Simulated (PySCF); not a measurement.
**The second ionisation energy along group 11**

All values are computed (PySCF 2.14, energy differences of UHF-based or UKS calculations, no spin-orbit coupling). Values in eV. The last column holds reference values (NIST; (s) semi-empirical, (t) theoretical, else measured). Unmarked ones compare directly (S terms, centres of terms, or small fine structure); those marked * lie between the lowest fine-structure levels and include a spin-orbit shift.

```
                                 element                  configurations    PBE0  B2PLYP  SCS-MP2 (valence and next inner shell)  CCSD (valence and next inner shell)  CCSD(T) (valence and next inner shell)  CCSD(T) (valence)         reference
Cu (aug-cc-pwCVDZ-PP with ECP10MDF, ECP)            [Ar] 3d10 → [Ar] 3d9  20.135  20.348                                  20.779                               19.855                                  20.085             19.980          20.292 *
Ag (aug-cc-pwCVDZ-PP with ECP28MDF, ECP)            [Kr] 4d10 → [Kr] 4d9  21.533  21.573                                  21.404                               21.181                                  21.291             21.449          21.484 *
Au (aug-cc-pwCVDZ-PP with ECP60MDF, ECP)  [Xe] 4f14 5d10 → [Xe] 4f14 5d9  20.761  20.730                                  20.516                               20.333                                  20.423             20.539  20.203 ± 0.025 *
```

"Valence" correlates the outer s and p shells and, in groups 3 to 12 and the f block, the outer d or f shell, open or full, or the next shell where the ion has no valence electron left; the wider scheme adds the next inner shell.
